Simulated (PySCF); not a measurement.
## Ionising RbPb

UHF-CCSD(T); PySCF, scalar-relativistic core potentials, basis sets Rb def2-SVP with ECP28, Pb def2-SVP with ECP60. Neutral (UHF): quartet (σ ↑, π ↑↑), Re = 3.521 Å, ωe = 88.6 cm⁻¹, De = 1.05 eV.

RbPb⁺ (UHF): triplet (σ ↑, π ↑), Re = 4.176 Å, ωe = 41.0 cm⁻¹. The energies at the minima are -215.80324 hartree for RbPb and -215.62474 for RbPb⁺.

(1) Work out the adiabatic ionisation energy, without and with harmonic zero-point energies (1 hartree = 27.2114 eV, 1 eV = 8065.5 cm⁻¹), and the change of the bond length.

Correlated steps freeze 4 core orbitals. Correlated levels converge slowly with the basis: in double zeta they bind strong bonds too weakly, by up to about 1 eV, and carry superposition errors of some tenths. These are scalar-relativistic numbers at best; spin–orbit coupling would shift them, the dissociation energy most. States were picked by a PBE0 search and need not be the measured ground states.

Results:

(1) At UHF-CCSD(T): 0.17850 hartree = 4.857 eV between the minima; the zero-point term (41.0 − 88.6)/2 cm⁻¹ = -0.003 eV makes it 4.854 eV. Re changes by +65.5 pm against the neutral. The electron leaves a π orbital, and the ion is left as a loose complex of an ion and an atom.
